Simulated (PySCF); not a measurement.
# NdO: from constants to spectrum

UHF-MP2 constants of NdO, quintet, about 3.4 electrons in the 4f shell (Mulliken), real f orbitals that mix terms (Nd x2c-SVPall, O x2c-SVPall; spin-free X2C with a Gaussian nucleus (PySCF 2.14); masses 141.9077 and 15.9949 u):

```
ωe              : 862.8 cm⁻¹
ωexe            : 1.68 cm⁻¹
Be              : 0.36127 cm⁻¹
αe              : 0.00136 cm⁻¹
D (centrifugal) : 2.53e-07 cm⁻¹
```

(1) Give the vibrational terms G(v) and spacings up to v = 6.

Correlated steps freeze 19 core orbitals. Spin–orbit coupling is left out, which matters for elements this heavy, above all for dissociation energies. The state is the lowest single determinant that the PBE0 search found; with open d or f shells the true ground state can be another one.

Results:

(1) G(v) = ωe(v+½) − ωexe(v+½)².

```tsv
v	G(v) (cm⁻¹)	G(v) − G(v−1)	Bv (cm⁻¹)
0	431		0.3606
1	1290	859	0.3592
2	2146	856	0.3579
3	2999	853	0.3565
4	3849	849	0.3551
5	4695	846	0.3538
6	5537	843	0.3524
```
